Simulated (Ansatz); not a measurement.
Si(vinyl)(OMe)3 (C5H12O3Si), SMILES O(C)[Si](OC)(C=C)OC. Atoms are numbered in the order given.

```xyz
21

C      0.9890    -1.8462    -2.0359
C      0.1123    -0.8692    -1.7648
Si    -0.0971    -0.1296    -0.0791
O      0.1267     1.5182    -0.1243
C      1.2626     2.1661    -0.6487
O      0.9872    -0.8948     0.9041
C      1.0167    -0.7841     2.3112
O     -1.5993    -0.3300     0.5782
C     -2.7426     0.4590     0.3430
H      1.6301    -2.2626    -1.2520
H      1.1008    -2.2704    -3.0404
H     -0.5085    -0.4829    -2.5848
H      1.0663     3.2490    -0.6932
H      2.1529     2.0023    -0.0148
H      1.5063     1.8168    -1.6693
H      0.0289    -0.9999     2.7533
H      1.3235     0.2282     2.6314
H      1.7462    -1.5078     2.7067
H     -2.4964     1.5342     0.3096
H     -3.4655     0.2885     1.1566
H     -3.2326     0.1845    -0.6096
```

Geometry: B3LYP-D3(BJ)/def2-SVP. The isomer is the one that the SMILES or the coordinates give; other isomers of the formula were not compared. The values are those of a single conformer.

Two levels are set side by side: PBE-D3(BJ)/def2-SVP (Ansatz, a quantum-chemistry and plane-wave program) and B3LYP-D3(BJ)/def2-SVP (Ansatz). Each level has its own optimised geometry; the coordinates shown are those of the second. Differences are taken from unrounded values.

```csv
quantity,B3LYP-D3(BJ)
mean bond length (Å),1.281
bond C1–C2 (Å),1.340
bond C2–Si3 (Å),1.853
bond Si3–O4 (Å),1.664
bond Si3–O6 (Å),1.652
bond Si3–O8 (Å),1.652
bond O4–C5 (Å),1.409
bond O6–C7 (Å),1.412
bond O8–C9 (Å),1.409
bond C1–H10 (Å),1.095
bond C1–H11 (Å),1.096
bond C2–H12 (Å),1.099
bond C5–H13 (Å),1.101
bond C5–H14 (Å),1.105
bond C5–H15 (Å),1.106
bond C7–H16 (Å),1.104
bond C7–H17 (Å),1.105
```

What does PBE-D3(BJ) give, and how far is it from B3LYP-D3(BJ)? (The exact figures need the calculation; the answer reports its results.)


```json
[
 {"quantity": "mean bond length (Å)", "PBE-D3(BJ)": "1.289", "PBE-D3(BJ) minus B3LYP-D3(BJ)": "0.009"},
 {"quantity": "bond C1–C2 (Å)", "PBE-D3(BJ)": "1.349", "PBE-D3(BJ) minus B3LYP-D3(BJ)": "0.008"},
 {"quantity": "bond C2–Si3 (Å)", "PBE-D3(BJ)": "1.859", "PBE-D3(BJ) minus B3LYP-D3(BJ)": "0.007"},
 {"quantity": "bond Si3–O4 (Å)", "PBE-D3(BJ)": "1.677", "PBE-D3(BJ) minus B3LYP-D3(BJ)": "0.014"},
 {"quantity": "bond Si3–O6 (Å)", "PBE-D3(BJ)": "1.665", "PBE-D3(BJ) minus B3LYP-D3(BJ)": "0.013"},
 {"quantity": "bond Si3–O8 (Å)", "PBE-D3(BJ)": "1.666", "PBE-D3(BJ) minus B3LYP-D3(BJ)": "0.014"},
 {"quantity": "bond O4–C5 (Å)", "PBE-D3(BJ)": "1.414", "PBE-D3(BJ) minus B3LYP-D3(BJ)": "0.005"},
 {"quantity": "bond O6–C7 (Å)", "PBE-D3(BJ)": "1.417", "PBE-D3(BJ) minus B3LYP-D3(BJ)": "0.005"},
 {"quantity": "bond O8–C9 (Å)", "PBE-D3(BJ)": "1.414", "PBE-D3(BJ) minus B3LYP-D3(BJ)": "0.005"},
 {"quantity": "bond C1–H10 (Å)", "PBE-D3(BJ)": "1.103", "PBE-D3(BJ) minus B3LYP-D3(BJ)": "0.008"},
 {"quantity": "bond C1–H11 (Å)", "PBE-D3(BJ)": "1.104", "PBE-D3(BJ) minus B3LYP-D3(BJ)": "0.008"},
 {"quantity": "bond C2–H12 (Å)", "PBE-D3(BJ)": "1.106", "PBE-D3(BJ) minus B3LYP-D3(BJ)": "0.008"},
 {"quantity": "bond C5–H13 (Å)", "PBE-D3(BJ)": "1.110", "PBE-D3(BJ) minus B3LYP-D3(BJ)": "0.008"},
 {"quantity": "bond C5–H14 (Å)", "PBE-D3(BJ)": "1.114", "PBE-D3(BJ) minus B3LYP-D3(BJ)": "0.008"},
 {"quantity": "bond C5–H15 (Å)", "PBE-D3(BJ)": "1.115", "PBE-D3(BJ) minus B3LYP-D3(BJ)": "0.009"},
 {"quantity": "bond C7–H16 (Å)", "PBE-D3(BJ)": "1.112", "PBE-D3(BJ) minus B3LYP-D3(BJ)": "0.009"},
 {"quantity": "bond C7–H17 (Å)", "PBE-D3(BJ)": "1.114", "PBE-D3(BJ) minus B3LYP-D3(BJ)": "0.008"}
]
```

GGA bonds tend to be longer and softer than those of functionals with exact exchange. Differences between two approximate levels are no errors against the true value.
